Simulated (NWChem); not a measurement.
System: CHOS cation; SMILES [OH+]=C=S

NWChem input:

```
start job
memory heap 200 mb stack 900 mb global 1100 mb
charge 1
geometry units angstroms noautoz
  O     -0.118344     1.640700     0.000000
  C      0.003541     0.419766     0.000000
  S      0.022399    -1.074181     0.000000
  H      0.684647     2.204825     0.000000
end
basis spherical
  * library 6-31g*
end
dft
  xc hcth407
  iterations 150
  mulliken
end
task dft energy
```

Parts of the log:

```
             Northwest Computational Chemistry Package (NWChem) 7.3.0
             --------------------------------------------------------

 CS  symmetry detected

                             Geometry "geometry" -> ""
                             -------------------------

 Output coordinates in angstroms (scale by  1.889725989 to convert to a.u.)

  No.       Tag          Charge          X              Y              Z
 ---- ---------------- ---------- -------------- -------------- --------------
    1 O                    8.0000    -0.07816482     1.62205824     0.00000000
    2 C                    6.0000     0.01055694     0.39826731     0.00000000
    3 S                   16.0000    -0.01111599    -1.09564150     0.00000000
    4 H                    1.0000     0.73983285     2.16419417     0.00000000

 Effective nuclear repulsion energy (a.u.)      88.1258381193

      Symmetry information
      --------------------

 Group name             Cs
 Group number              2
 Group order               2
 No. of unique centers     4

                                 NWChem DFT Module
                                 -----------------

 Summary of "ao basis" -> "ao basis" (spherical)
 ------------------------------------------------------------------------------
       Tag                 Description            Shells   Functions and Types
 ---------------- ------------------------------  ------  ---------------------
 O                           6-31g*                  6       14   3s2p1d
 C                           6-31g*                  6       14   3s2p1d
 S                           6-31g*                  8       18   4s3p1d
 H                           6-31g*                  2        2   2s

      Symmetry analysis of basis
      --------------------------

        a'         35
        a"         13

            General Information
            -------------------
          SCF calculation type: DFT
          Wavefunction type:  closed shell.
          No. of atoms     :     4
          No. of electrons :    30
           Alpha electrons :    15
            Beta electrons :    15
          Charge           :     1
          Spin multiplicity:     1
          Use of symmetry is: on ; symmetry adaption is: on
          Maximum number of iterations: 150
          AO basis - number of functions:    48
                     number of shells:    22
          Convergence on energy requested:  1.00D-06
          Convergence on density requested:  1.00D-05
          Convergence on gradient requested:  5.00D-04

              XC Information
              --------------
                      HCTH407 Method XC Functional
                      HCTH407  Exchange Functional  1.000
                   HCTH407  Correlation Functional  1.000

             Grid Information
             ----------------
          Grid used for XC integration:  medium
          Radial quadrature: Mura-Knowles
          Angular quadrature: Lebedev.
          Tag              B.-S. Rad. Rad. Pts. Rad. Cut. Ang. Pts.
          ---              ---------- --------- --------- ---------
          O                   0.60       49           8.0       434
          C                   0.70       49           7.0       434
          S                   1.00       88           9.0       590
          H                   0.35       45          10.0       434
          Grid pruning is: on
          Number of quadrature shells:   231
          Spatial weights used:  Erf1

      Superposition of Atomic Density Guess
      -------------------------------------

 Sum of atomic energies:        -510.36851987

 Renormalizing density from      31.00 to     30

      Non-variational initial energy
      ------------------------------

 Total energy =    -501.019420
 1-e energy   =    -849.897023
 2-e energy   =     260.751765
 HOMO         =      -0.756262
 LUMO         =      -0.365862

      Symmetry analysis of molecular orbitals - initial
      -------------------------------------------------

  Numbering of irreducible representations:

     1 a'          2 a"

  Orbital symmetries:

     1 a'          2 a'          3 a'          4 a'          5 a'
     6 a'          7 a"          8 a'          9 a'         10 a'
    11 a'         12 a"         13 a'         14 a'         15 a"
    16 a'         17 a"         18 a'         19 a'         20 a'
    21 a'         22 a'         23 a"         24 a'         25 a'

     ---------------------------------------------
      Total Density - Mulliken Population Analysis
     ---------------------------------------------

    Atom       Charge   Shell Charges
 -----------   ------   -------------------------------------------------------
    1 O    8     8.59   2.00  0.96  3.18  0.86  1.57  0.02
    2 C    6     4.99   2.00  0.74  1.40  0.39  0.38  0.08
    3 S   16    16.09   2.00  2.00  6.00  1.55  3.39  0.36  0.72  0.07
    4 H    1     0.33   0.29  0.05

   convergence    iter        energy       DeltaE   RMS-Dens  Diis-err
 ---------------- ----- ----------------- --------- --------- ---------
 d= 0,ls=0.0,diis     1   -511.6392135818 -6.00D+02  4.52D-02  1.30D+00
 d= 0,ls=0.0,diis     2   -510.8505491403  7.89D-01  4.23D-02  6.33D+00
 d= 0,ls=0.0,diis     3   -511.6620555995 -8.12D-01  1.57D-02  8.39D-01
 d= 0,ls=0.0,diis     4   -511.7640642679 -1.02D-01  4.70D-03  1.35D-01
 d= 0,ls=0.0,diis     5   -511.7788468141 -1.48D-02  9.84D-04  3.71D-03
  Resetting Diis
 d= 0,ls=0.0,diis     6   -511.7793137769 -4.67D-04  1.98D-04  1.29D-04
 d= 0,ls=0.0,diis     7   -511.7793341837 -2.04D-05  5.72D-05  1.93D-06
 d= 0,ls=0.0,diis     8   -511.7793334735  7.10D-07  5.16D-05  6.66D-06
 d= 0,ls=0.0,diis     9   -511.7793342030 -7.30D-07  2.18D-05  1.81D-06
 d= 0,ls=0.0,diis    10   -511.7793344603 -2.57D-07  4.06D-06  1.39D-07

         Total DFT energy =     -511.779334460328
      One electron energy =     -870.880529381270
           Coulomb energy =      310.782521572523
    Exchange-Corr. energy =      -39.807164770844
 Nuclear repulsion energy =       88.125838119262

 Numeric. integr. density =       29.999999601529

                  Occupations of the irreducible representations
                  ----------------------------------------------

                     irrep           alpha         beta
                     --------     --------     --------
                     a'               12.0         12.0
                     a"                3.0          3.0

                       DFT Final Molecular Orbital Analysis
                       ------------------------------------

 Vector   13  Occ=2.000000D+00  E=-6.909152D-01  Symmetry=a'
              MO Center= -3.2D-02, -8.3D-01, -4.0D-16, r^2= 2.0D+00
   Bfn.  Coefficient  Atom+Function         Bfn.  Coefficient  Atom+Function
  ----- ------------  ---------------      ----- ------------  ---------------
    36     -0.485262  3 S  py                34      0.451018  3 S  s
    38      0.276879  3 S  s                 18      0.271801  2 C  py
    20     -0.210539  2 C  s                 30     -0.199028  3 S  s
    32      0.192166  3 S  py                 4     -0.185216  1 O  py
    16     -0.156719  2 C  s                  3      0.151128  1 O  px

 Vector   14  Occ=2.000000D+00  E=-5.691548D-01  Symmetry=a'
              MO Center= -2.9D-02, -2.7D-01, -7.1D-16, r^2= 2.1D+00
   Bfn.  Coefficient  Atom+Function         Bfn.  Coefficient  Atom+Function
  ----- ------------  ---------------      ----- ------------  ---------------
    35      0.603911  3 S  px                17      0.310148  2 C  px
     3     -0.244978  1 O  px                31     -0.224026  3 S  px
    39      0.195262  3 S  px                 7     -0.181504  1 O  px
    21      0.175340  2 C  px                 6      0.121723  1 O  s
    47     -0.093454  4 H  s                  2      0.076572  1 O  s

 Vector   15  Occ=2.000000D+00  E=-5.499081D-01  Symmetry=a"
              MO Center= -1.8D-02, -2.7D-01,  3.4D-16, r^2= 2.2D+00
   Bfn.  Coefficient  Atom+Function         Bfn.  Coefficient  Atom+Function
  ----- ------------  ---------------      ----- ------------  ---------------
    37      0.627584  3 S  pz                 5     -0.345031  1 O  pz
     9     -0.259168  1 O  pz                33     -0.231399  3 S  pz
    19      0.221471  2 C  pz                41      0.217167  3 S  pz
    23      0.132168  2 C  pz                43      0.048771  3 S  d -1
    25     -0.045466  2 C  d -1

 Vector   16  Occ=0.000000D+00  E=-3.645569D-01  Symmetry=a'
              MO Center=  3.5D-02, -1.0D-01, -7.9D-16, r^2= 2.4D+00
   Bfn.  Coefficient  Atom+Function         Bfn.  Coefficient  Atom+Function
  ----- ------------  ---------------      ----- ------------  ---------------
    17      0.552283  2 C  px                35     -0.513311  3 S  px
    21      0.460652  2 C  px                39     -0.364530  3 S  px
    48     -0.217618  4 H  s                 31      0.178081  3 S  px
     3     -0.163758  1 O  px                47     -0.151828  4 H  s
     7     -0.148228  1 O  px                 6      0.142819  1 O  s

 Vector   17  Occ=0.000000D+00  E=-3.377585D-01  Symmetry=a"
              MO Center= -6.5D-03, -6.0D-02, -7.2D-17, r^2= 2.2D+00
   Bfn.  Coefficient  Atom+Function         Bfn.  Coefficient  Atom+Function
  ----- ------------  ---------------      ----- ------------  ---------------
    19      0.570003  2 C  pz                23      0.502153  2 C  pz
    37     -0.471740  3 S  pz                41     -0.368221  3 S  pz
     5     -0.312513  1 O  pz                 9     -0.304120  1 O  pz
    33      0.162783  3 S  pz                43      0.110975  3 S  d -1

 Vector   18  Occ=0.000000D+00  E=-2.447861D-01  Symmetry=a'
              MO Center=  4.6D-01,  1.1D+00, -1.5D-15, r^2= 3.3D+00
   Bfn.  Coefficient  Atom+Function         Bfn.  Coefficient  Atom+Function
  ----- ------------  ---------------      ----- ------------  ---------------
     6      1.015758  1 O  s                 20     -0.944822  2 C  s
    48     -0.829757  4 H  s                 36      0.395631  3 S  py
     7      0.319394  1 O  px                34      0.311770  3 S  s
    22     -0.296167  2 C  py                 3      0.253027  1 O  px
    40      0.246816  3 S  py                 2      0.225838  1 O  s

     ---------------------------------------------
      Total Density - Mulliken Population Analysis
     ---------------------------------------------

    Atom       Charge   Shell Charges
 -----------   ------   -------------------------------------------------------
    1 O    8     8.36   2.00  0.92  2.97  0.92  1.52  0.03
    2 C    6     5.66   2.00  0.74  1.92  0.38  0.54  0.08
    3 S   16    15.52   2.00  2.00  5.97  1.46  2.93  0.41  0.67  0.08
    4 H    1     0.46   0.42  0.04

     -------------------------------------------
      Total Density - Lowdin Population Analysis
     -------------------------------------------

    Atom       Charge   Shell Charges
 -----------   ------   -------------------------------------------------------
    1 O    8     8.04   1.99  0.84  2.79  0.62  1.74  0.07
    2 C    6     5.96   1.99  0.59  1.72  0.38  1.10  0.19
    3 S   16    15.43   2.00  1.99  5.89  1.09  2.63  0.55  1.17  0.10
    4 H    1     0.57   0.39  0.18

     Multipole analysis of the density
     ---------------------------------

     L   x y z        total         alpha         beta         nuclear
     -   - - -        -----         -----         ----         -------
     0   0 0 0      1.000000    -15.000000    -15.000000     31.000000

     1   1 0 0      0.658811      0.329405      0.329405      0.000000
     1   0 1 0      0.768291      0.384146      0.384146     -0.000000
     1   0 0 1     -0.000000     -0.000000     -0.000000      0.000000

     2   2 0 0    -14.188472     -8.163549     -8.163549      2.138626
     2   1 1 0      3.096890      0.107642      0.107642      2.881606
     2   1 0 1      0.000000      0.000000      0.000000      0.000000
     2   0 2 0     -5.558020    -84.718698    -84.718698    163.879376
     2   0 1 1      0.000000      0.000000      0.000000      0.000000
     2   0 0 2    -15.567716     -7.783858     -7.783858      0.000000
```

Level: HCTH/407/6-31G* (spherical d). Geometry: optimised at PBE0-D3(BJ)/def2-TZVP.
